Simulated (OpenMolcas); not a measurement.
Values are calculated unless marked as measured or tabulated.
Co4+: input and output

Co4+ among 8 point charges of -1.6 e arranged as a cube (Oh), 1.84 Å from the ion. With inversion symmetry the input lists one of each pair of outer charges.

Input:

```
&GATEWAY
Coord
1

Co 0.0 0.0 0.0
Basis=ANO-RCC-VDZP
Group=XYZ
NoMove
AngMom=0.0 0.0 0.0
AMFI
XField
4 Angstrom 0
1.062324 1.062324 1.062324 -1.600000
1.062324 1.062324 -1.062324 -1.600000
1.062324 -1.062324 1.062324 -1.600000
1.062324 -1.062324 -1.062324 -1.600000
&SEWARD
&RASSCF
FileOrb=start.orb
Symmetry=1
Spin=6
nActEl=5 0 0
Inactive=3 6
Ras2=5 0
CIRoot=1 1 1
SDav=1
CIMx=300
Iter=120 100
PrWF=0.3
OrbListing=Nothing
MaxOrb=0
>>> COPY $Project.JobIph JOB001
&RASSCF
FileOrb=start.orb
Symmetry=1
Spin=4
nActEl=5 0 0
Inactive=3 6
Ras2=5 0
CIRoot=24 24 1
SDav=24
CIMx=300
Iter=120 100
PrWF=0.3
OrbListing=Nothing
MaxOrb=0
>>> COPY $Project.JobIph JOB002
&RASSCF
FileOrb=start.orb
Symmetry=1
Spin=2
nActEl=5 0 0
Inactive=3 6
Ras2=5 0
CIRoot=75 75 1
SDav=75
CIMx=300
Iter=120 100
PrWF=0.3
OrbListing=Nothing
MaxOrb=0
>>> COPY $Project.JobIph JOB003
&RASSI
NrOfJobIphs=3 1 24 75
1
1 2 3 4 5 6 7 8 9 10 11 12 13 14 15 16 17 18 19 20 21 22 23 24
1 2 3 4 5 6 7 8 9 10 11 12 13 14 15 16 17 18 19 20 21 22 23 24 25 26 27
28 29 30 31 32 33 34 35 36 37 38 39 40 41 42 43 44 45 46 47 48 49 50 51
52 53 54 55 56 57 58 59 60 61 62 63 64 65 66 67 68 69 70 71 72 73 74 75
IphNames
JOB001
JOB002
JOB003
EJob
SpinOrbit
DIPRint=1.0
SOCoupling=1000.0
Subsets=2
Property=9
'ANGMOM' 1 'ANGMOM' 2 'ANGMOM' 3 'MLTPL  1' 1 'MLTPL  1' 2 'MLTPL  1' 3
'AMFI' 1 'AMFI' 2 'AMFI' 3
SOProperty=3
'ANGMOM' 1 'ANGMOM' 2 'ANGMOM' 3
```

Launched by
```bash
OMP_NUM_THREADS=1 MOLCAS_MEM=1689 MOLCAS_PROJECT=a pymolcas a.inp > a.log  # once for each step of the input, in one work folder
```

A driver script runs the steps one by one and writes start.orb anew before each from the orbitals found so far.

Output, cut to the results:

```
--- SEWARD ---
Basis set label: CO.ANO-RCC...5S4P2D1F.

      Electronic valence basis set:
      ------------------
      Associated Effective Charge  27.000000 au
      Associated Actual Charge     27.000000 au
      Nuclear Model: Point charge

      Shell  nPrim  nBasis  Cartesian Spherical Contaminant
         s      21       5        X
         p      15       4        X
         d      10       2                 X
         f       6       1                 X
                  Relativistic Douglas-Kroll-Hess integrals:
                    - DKH order of Hamiltonian: 2
                    - DKH order of Properties : 0
                  Atomic mean-field integrals
--- RASSCF ---
Wave function specifications:
      -----------------------------

      Number of closed shell electrons          18
      Number of electrons in active shells       5
      Max number of holes in RAS1 space          0
      Max nr of electrons in RAS3 space          0
      Number of inactive orbitals                9
      Number of active orbitals                  5
      Number of secondary orbitals              20
      Spin quantum number                      2.5
      State symmetry                             1
Orbital specifications:
      -----------------------

      Symmetry species                           1   2
                                                ag  au
      Frozen orbitals                            0   0
      Inactive orbitals                          3   6
      Active orbitals                            5   0
      RAS1 orbitals                              0   0
      RAS2 orbitals                              5   0
      RAS3 orbitals                              0   0
      Secondary orbitals                         7  13
      Deleted orbitals                           0   0
      Number of basis functions                 15  19
      Number of CSFs                             1
      Number of root(s) required                 1
      Iter CI   SX   CI       RASSCF       Energy    max ROT     max BLB   max BLB  Level Ln srch  Step   QN
          iter iter root      energy       change     param      element    value   shift minimum  type update
 Nr of preliminary CI iterations:   1
      Total energies have been shifted. Add                -1000.00 au
        1   1    6    1  -402.00584052    0.00E+00  -2.22E-01*   6  12 2 -7.19E-01*  0.04   0.00    SX    NO
        2   1    5    1  -402.73384805   -7.28E-01* -2.54E-02    4  10 2  3.18E-01*  0.53   0.00    SX    NO
        3   1    4    1  -402.76097581   -2.71E-02* -1.29E-02    7  14 1  2.96E-02*  0.43   0.00    SX    NO
        4   1    4    1  -402.76255325   -1.58E-03*  2.07E-03    6  12 2  1.95E-02*  0.46   0.00    SX    NO
        5   1    4    1  -402.76267213   -1.19E-04*  7.51E-04    5  11 2 -2.68E-03*  0.45   0.81    QN   YES
        6   1    4    1  -402.76268184   -9.72E-06* -7.84E-05    6  12 2  2.50E-04*  0.45   1.05    QN   YES
        7   1    3    1  -402.76268194   -9.83E-08* -7.76E-06    6  12 2  5.26E-05   0.45   1.12    QN   YES
        8   1    3    1  -402.76268194   -1.60E-09  -3.29E-07    6   9 2 -2.12E-06   0.45   1.02    QN   YES
      Convergence after  8 iterations
        9   1    3    1  -402.76268194   -4.09E-12  -3.29E-07    5   8 2 -2.25E-07   0.45   1.02    QN   YES
      Natural orbitals and occupation numbers for root  1
      sym 1:   1.000000   1.000000   1.000000   1.000000   1.000000
::    RASSCF root number  1 Total energy:  -1402.76268194
--- RASSCF ---
Wave function specifications:
      -----------------------------

      Number of closed shell electrons          18
      Number of electrons in active shells       5
      Max number of holes in RAS1 space          0
      Max nr of electrons in RAS3 space          0
      Number of inactive orbitals                9
      Number of active orbitals                  5
      Number of secondary orbitals              20
      Spin quantum number                      1.5
      State symmetry                             1
Orbital specifications:
      -----------------------

      Symmetry species                           1   2
                                                ag  au
      Frozen orbitals                            0   0
      Inactive orbitals                          3   6
      Active orbitals                            5   0
      RAS1 orbitals                              0   0
      RAS2 orbitals                              5   0
...
--- RASSI ---
SPIN-FREE ENERGIES:
  (Shifted by EMIN (a.u.) =      -1402.7626819441)

 SF State       Relative EMIN(au)   Rel lowest level(eV)    D:o, cm**(-1)      L_eff

     1             0.0000000000        0.0000000000              0.0000         0.0
     2             0.1896966255        5.1619081473          41633.5970         3.8
     3             0.1896966255        5.1619081473          41633.5970         3.8
     4             0.1896966255        5.1619081473          41633.5970         3.8
     5             0.1924481613        5.2367812508          42237.4893         4.0
     6             0.1926951339        5.2435017151          42291.6935         4.0
     7             0.1926951339        5.2435017151          42291.6935         4.0
     8             0.1926951339        5.2435017151          42291.6935         4.0
     9             0.1927145680        5.2440305441          42295.9588         4.0
    10             0.1927145680        5.2440305441          42295.9588         4.0
    11             0.2255171967        6.1366355444          49495.3036         1.4
    12             0.2255171967        6.1366355444          49495.3036         1.4
    13             0.2255171967        6.1366355444          49495.3036         1.4
    14             0.2389478965        6.5021035041          52443.0015         2.0
    15             0.2389478965        6.5021035041          52443.0015         2.0
    16             0.2389478965        6.5021035041          52443.0015         2.0
    17             0.2390440015        6.5047186558          52464.0941         2.0
    18             0.2390440015        6.5047186558          52464.0941         2.0
    26             0.2710907001        7.3767537471          59497.5315         5.9
    27             0.2710907001        7.3767537471          59497.5315         5.9
    28             0.2710907001        7.3767537471          59497.5315         5.9
...
```

Spin-orbit levels above the lowest (labels of O, the rotations of Oh):

| E (cm-1) | Degeneracy | Label | 2S+1 | g |
| --- | --- | --- | --- | --- |
| 0.0 | 6 |  | 6 |  |
| 41590 | 4 | Γ8 | 4 |  |
| 41597 | 2 | Γ6 | 4 | 2.84 2.84 2.84 |
| 41641 | 2 | Γ7 | 4 | 2.42 2.42 2.42 |
| 41657 | 4 | Γ8 | 4 |  |
| 42227 | 4 | Γ8 | 4 |  |
| 42243 | 2 | Γ6 | 4 | 1.72 1.72 1.72 |
| 42261 | 4 | Γ8 | 4 |  |
| 42271 | 2 | Γ7 | 4 | 2.56 2.56 2.56 |
| 42277 | 4 | Γ8 | 4 |  |
| 42316 | 2 | Γ6 | 4 | 3.80 3.80 3.80 |
| 42333 | 2 | Γ7 | 4 | 2.29 2.29 2.29 |
| 42343 | 4 | Γ8 | 4 |  |
| 49130 | 2 | Γ7 | 4 | 2.59 2.59 2.59 |
| 49136 | 4 | Γ8 | 4 |  |
| 49260 | 4 | Γ8 | 4 |  |
| 49431 | 2 | Γ6 | 4 | 2.62 2.62 2.62 |
| 52275 | 2 | Γ7 | 4 | 4.38 4.38 4.38 |
| 52428 | 4 | Γ8 | 4 |  |
| 52500 | 2 | Γ6 | 4 | 2.47 2.47 2.47 |

Without dynamic correlation the repulsion within the d shell is too large (B by tens of per cent), so at a given field states of lower spin stand too high. Point charges give a weaker field than real ligands, and real ions of this kind are often low spin; the high spin found here belongs to the model. This is an electrostatic model: the charges have no orbitals. No measured value stands beside these numbers.

The RASSCF and RASSI steps took 18 s on 1 thread of Intel(R) Xeon(R) 6975P-C (Granite Rapids), with other jobs on the host; the integral step is not counted.
